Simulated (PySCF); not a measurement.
**Basis-set dependence of population analyses: `FB(F)[C@@H]1O[C@H]1F`**

Species: C2H2BF3O.
Structure used (PBE0-D3(BJ)/def2-SVP), in Å, numbered top down from 1:
```xyz
9
C2H2BF3O angstrom
F      1.4592    1.5332    0.4997
B      1.4057    0.3455   -0.0627
F      2.5302   -0.3175   -0.2270
C      0.0400   -0.2793   -0.4790
O     -1.0416    0.6510   -0.7378
C     -1.1463   -0.1100    0.3789
F     -2.0858   -1.0657    0.3592
H      0.0177   -1.1710   -1.1180
H     -1.1208    0.3986    1.3522
```

PBE0 throughout (PySCF), one geometry, spherical d and f functions. Isolated species at its PBE0-D3(BJ)/def2-SVP geometry (one conformer only). Atoms taken as equivalent share a column and are averaged. The first 7 of 8 kinds of atom are listed.

Mulliken charges (e):

| basis | functions | F1/F3 | B2 | C4 | O5 | C6 | F7 | H8 |
| --- | --- | --- | --- | --- | --- | --- | --- | --- |
| STO-3G | 37 | -0.116 | +0.376 | -0.152 | -0.187 | +0.112 | -0.092 | +0.088 |
| 6-31G | 67 | -0.280 | +0.770 | -0.268 | -0.417 | +0.324 | -0.288 | +0.235 |
| pcSseg-0 | 67 | -0.302 | +1.020 | -0.493 | -0.575 | +0.435 | -0.333 | +0.292 |
| 6-31G* | 102 | -0.245 | +0.669 | -0.232 | -0.425 | +0.390 | -0.306 | +0.214 |
| cc-pVDZ | 108 | -0.079 | +0.256 | -0.063 | -0.237 | +0.275 | -0.184 | +0.062 |
| def2-SVP | 108 | -0.091 | +0.253 | -0.025 | -0.296 | +0.307 | -0.208 | +0.092 |
| aug-cc-pVDZ | 179 | -0.400 | +0.980 | +0.680 | -0.593 | +1.114 | -0.455 | -0.508 |
| 6-311+G(2d,p) | 201 | -0.286 | +0.804 | -0.318 | -0.305 | +0.389 | -0.296 | +0.144 |
| def2-TZVP | 229 | -0.223 | +0.525 | -0.136 | -0.258 | +0.243 | -0.182 | +0.137 |
| cc-pVTZ | 238 | -0.179 | +0.370 | -0.050 | -0.230 | +0.245 | -0.175 | +0.118 |
| IGLO-III | 265 | -0.334 | +0.803 | -0.177 | -0.229 | +0.284 | -0.240 | +0.117 |

IAO charges (e):

```tsv
basis	functions	F1/F3	B2	C4	O5	C6	F7	H8
STO-3G	37	-0.156	+0.455	-0.215	-0.207	+0.141	-0.119	+0.139
6-31G	67	-0.288	+0.704	-0.184	-0.343	+0.313	-0.265	+0.186
pcSseg-0	67	-0.276	+0.682	-0.182	-0.352	+0.322	-0.258	+0.182
6-31G*	102	-0.302	+0.743	-0.174	-0.364	+0.369	-0.280	+0.167
cc-pVDZ	108	-0.298	+0.727	-0.174	-0.358	+0.367	-0.281	+0.169
def2-SVP	108	-0.296	+0.726	-0.170	-0.362	+0.370	-0.282	+0.166
aug-cc-pVDZ	179	-0.305	+0.743	-0.172	-0.371	+0.372	-0.292	+0.177
6-311+G(2d,p)	201	-0.308	+0.750	-0.174	-0.373	+0.372	-0.293	+0.177
def2-TZVP	229	-0.311	+0.757	-0.175	-0.373	+0.377	-0.293	+0.175
cc-pVTZ	238	-0.310	+0.755	-0.176	-0.371	+0.376	-0.291	+0.175
IGLO-III	265	-0.310	+0.756	-0.175	-0.373	+0.373	-0.293	+0.177
```

Some averages cover members that differ in this geometry, most widely: F1/F3, Mulliken in aug-cc-pVDZ -0.459 to -0.341; F1/F3, Mulliken in 6-311+G(2d,p) -0.306 to -0.266 e.

**Question.** Which scheme is steadiest as the basis changes?

**Answer.** Largest range over the bases for any column: IAO 0.30 e, Mulliken 1.17 e. IAO charges move least and Mulliken charges most, counted in e. Without the minimal STO-3G basis the ranges are IAO 0.07, Mulliken 1.17 e.

**Question.** How much do the charges still move between the two largest bases, cc-pVTZ and IGLO-III?

**Answer.** At most, over all atoms: Mulliken 0.433 e, IAO 0.003 e.

**Question.** What do the same runs give for the total energy, the frontier levels and the dipole moment?

**Answer.** 
```tsv
basis	energy (Eh)	HOMO (eV)	LUMO (eV)	μ (D)
STO-3G	-470.0395	-4.88	3.17	1.09
6-31G	-476.4601	-8.93	-0.94	1.29
pcSseg-0	-475.4956	-9.13	-1.00	1.48
6-31G*	-476.6022	-8.56	-0.33	1.10
cc-pVDZ	-476.6365	-8.66	-0.54	0.97
def2-SVP	-476.2529	-8.80	-0.64	1.07
aug-cc-pVDZ	-476.6723	-8.97	-0.93	0.96
6-311+G(2d,p)	-476.7692	-9.01	-0.95	0.97
def2-TZVP	-476.8193	-8.94	-0.80	0.95
cc-pVTZ	-476.7953	-8.88	-0.71	0.94
IGLO-III	-476.8250	-8.97	-0.88	0.97
```

The dipole is fixed by the density alone, so its range of 0.54 D shows that the density itself changes with the basis, not only its division among atoms.
